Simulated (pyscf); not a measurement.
# O=Cr(=O)(F)–F, singlet

Gas-phase minimum from PySCF at ωB97X-D3(BJ)/def2-SVP, one conformer. 

```xyz
5

O      0.1733     0.2415     0.4083
Cr    -1.1442    -0.4621     0.1317
O     -0.8496    -1.7092    -0.6844
F     -2.1615     0.5615    -0.7452
F     -1.8702    -0.8966     1.5931
```

Bonded distances (Å): O1–Cr2 1.519, Cr2–O3 1.519, Cr2–F4 1.689, Cr2–F5 1.689. Angles (°): O1–Cr2–O3 108.1, O1–Cr2–F4 109.7, O1–Cr2–F5 109.5, O3–Cr2–F4 109.6, O3–Cr2–F5 109.7, F4–Cr2–F5 110.3.

Properties at ωB97X-D3(BJ)/def2-SVP:

| Property | Value |
|---|---|
| Harmonic wavenumbers, unscaled | 231, 301, 313, 337, 454, 782, 828, 1209, 1212 cm⁻¹ |
| Zero-point energy | 8.1 kcal/mol |
| Rotational symmetry number | 2 |
| Entropy of this conformer at 298 K and 1 atm, rigid rotor and harmonic oscillator, modes under 100 cm⁻¹ raised to 100 | 301.0 J/(mol K) |
| Dipole moment | 0.12 D |

Single-point totals, which compare only within one level:

| level | total energy (hartree) |
|---|---|
| ωB97X-D3(BJ)/def2-TZVP | -1394.79992 |
| PBE/def2-TZVP | -1394.35861 |
| r²SCAN/def2-TZVP | -1394.72051 |
| B3LYP-D3(BJ)/def2-TZVP | -1394.86828 |
| PBE0-D3(BJ)/def2-TZVP | -1394.26441 |
| M06-2X/def2-TZVP | -1394.56329 |
| ωB97M-D3(BJ)/def2-TZVP | -1394.89749 |
